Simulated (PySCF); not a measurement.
SMILES [Cl][Ge]([F])([Br])[Cl] (BrCl2FGe) (PBE0/def2-SVP optimised geometry):

```
5

F      1.216    -1.074     0.000
Ge    -0.504    -1.074     0.000
Cl    -1.137    -2.102    -1.743
Cl    -1.136    -2.104     1.743
Br    -1.216     1.074     0.000
```

Calculation: PySCF with PBE0/def2-TZVP.

What are the frontier orbital energies and the dipole moment?

HOMO-2 -9.92 eV, HOMO-1 -9.45 eV, HOMO -9.35 eV, LUMO -2.37 eV, LUMO+1 0.14 eV; dipole moment 1.08 D.

On the same geometry PBE/def2-TZVP run with PySCF 2.14.0 gives HOMO-2 -8.44 eV, HOMO-1 -8.07 eV, HOMO -7.98 eV, LUMO -3.32 eV, LUMO+1 -0.75 eV; dipole moment 1.01 D.

Meta-Löwdin charges at PBE0/def2-TZVP: F1 -0.48, Ge2 1.13, Cl3 -0.24, Cl4 -0.24, Br5 -0.18.
